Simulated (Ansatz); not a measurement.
Consider the cleavage of the Si–B bond: `N[SiH2]B(F)F` + HI → `N[SiH2]I` + `FBF`.

Isolated molecules relaxed with PBE0-D4/def2-TZVP in Ansatz; ΔE leaves out vibrations. CCSD(T)/CBS is the MP2 limit (def2-TZVPP, def2-QZVPP) plus CCSD(T) − MP2 in def2-TZVPP, frozen cores. This one scheme is used for every species. DFT in def2-TZVPP. Elements past krypton have def2 core potentials. For I outer-core shells are correlated without core-valence functions, which leaves a few kJ/mol of doubt a bond. One conformer a species, not always the lowest.

CCSD(T)/CBS gives -31.5 kcal/mol.

(1) Another level gave -31.9 kcal/mol. Which?
A. B2PLYP/def2-TZVPP
B. LDA (SPW92)/def2-TZVPP
C. PBE-QIDH/def2-TZVPP
D. CAM-B3LYP-D4/def2-TZVPP

Largest T1 diagnostic among the species: 0.013.

Results:

(1) C. PBE-QIDH -31.9, B2PLYP -30.8, CAM-B3LYP-D4 -29.2, LDA (SPW92) -27.7 kcal/mol.

At CCSD(T), def2-SVP lies +2.2 kcal/mol from the extrapolated value and def2-TZVPP +2.1 kcal/mol. Leaving LDA and LC-ωPBE aside and taking each functional with its dispersion term where it has one, the values, not all of them listed here, spread over 3.4 kcal/mol, from BHLYP-D4 to revPBE-D4.
